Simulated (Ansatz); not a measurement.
Consider the ligand exchange at the Sn–O bond: `C[O][SnH]([CH3])[OH]` + H₂S → `[CH3][SnH]([OH])[SH]` + CH₃OH.

Program: Ansatz. Geometries: PBE0-D4/def2-TZVP. ΔE: electronic, gas phase. CBS: MP2 limit from def2 TZ/QZ plus the TZ coupled-cluster correction, frozen cores. This one scheme is used for every species. DFT in def2-TZVPP. B3LYP here is the variant with VWN-RPA as its local correlation; programs differ in this. def2 core potentials past Kr. For Sn outer-core shells are correlated without core-valence functions, which leaves a few kJ/mol of doubt a bond. Each species was taken in one conformer, which may not be the lowest.

`C[O][SnH]([CH3])[OH]`:

Z-matrix (Å, degrees):
```
C
O 1 1.402
H 1 1.100 2 113.3
H 1 1.095 2 108.9 3 -119.5
H 1 1.098 2 111.7 3 121.6
Sn 2 1.966 1 121.9 3 -31.7
O 6 1.962 2 104.4 1 126.1
C 6 2.116 2 110.4 1 -121.8
H 6 1.715 2 105.8 1 9.4
H 7 0.960 6 112.7 2 -35.9
H 8 1.089 6 110.8 2 80.7
H 8 1.090 6 108.2 2 -39.3
H 8 1.090 6 109.3 2 -158.3
```

H₂S:

```xyz
3

S    -0.346    0.078   -0.508
H    -0.619    0.033    0.805
H     0.965   -0.110   -0.297
```

`[CH3][SnH]([OH])[SH]`:

Cartesian coordinates in Å:
```
C 0.801 -0.717 1.168
Sn -0.419 -0.292 -0.514
O 0.845 0.537 -1.774
S -2.155 1.304 -0.039
H 0.199 -1.137 1.973
H 1.577 -1.427 0.881
H 1.268 0.208 1.504
H -1.212 -1.605 -1.267
H 0.409 0.977 -2.508
H -1.313 2.151 0.577
```

CH₃OH:

```xyz
6

C     0.334   -0.056   -0.109
O    -1.002    0.383   -0.196
H     0.813    0.185   -1.059
H     0.409   -1.140    0.043
H     0.890    0.449    0.690
H    -1.444    0.179    0.630
```

| level | ΔE (kJ/mol) | difference from CCSD(T)/CBS |
| --- | --- | --- |
| PBE-D4 | -49.4 | -5.7 |
| PBE0-D4 | -53.1 | -9.4 |
| B3LYP-D4 | -44.3 | -0.6 |
| ωB97X-V | -42.2 | 1.5 |
| B2PLYP | -43.1 | 0.6 |
| PBE | -49.8 | -6.1 |
| r2SCAN | -46.8 | -3.1 |
| PBE0 | -53.4 | -9.7 |
| B3LYP | -44.7 | -1.0 |
| HF/def2-TZVPP | -46.2 | -2.5 |
| MP2/def2-TZVPP | -45.4 | -1.7 |
| SCS-MP2/def2-TZVPP | -41.6 | 2.1 |
| CCSD/def2-TZVPP | -42.1 | 1.6 |
| HF/def2-QZVPP | -44.9 | -1.2 |
| HF/CBS(def2) | -44.7 | -1.0 |
| CCSD/CBS(def2) | -44.1 | -0.4 |
| CCSD(T)/CBS | -43.7 | 0 |

Largest T1 diagnostic among the species: 0.013.

From PBE to PBE0 (25 % exact exchange), in def2-TZVPP and without D4, ΔE moves by −3.6 kJ/mol.
